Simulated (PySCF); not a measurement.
In(H)2(OH) (H₃InO), SMILES [OH][InH2].

The structure is a stationary point at PBE-D3(BJ)/def2-TZVP. The def2 effective core potentials stand for the cores of In; spin–orbit coupling is left out.

The numbers are results of r2SCAN/def2-TZVPD (PySCF), not measurements.

The molecule is in vacuum.

The total energy is -267.22019 hartree. The point group comes out as Cs. The highest occupied level is -7.00 eV, the lowest empty level is -1.96 eV and the orbital gap is 5.04 eV. The dipole moment is 1.97 D. The quadrupole, principal values (traceless, Buckingham form, about the centre of nuclear charge) is -7.87, 2.81, 5.06 D·Å and the mean static polarisability is 45.0 bohr³ (6.66 Å³). The polarisability, principal values comes out as 35.1, 49.3, 50.5 bohr³.
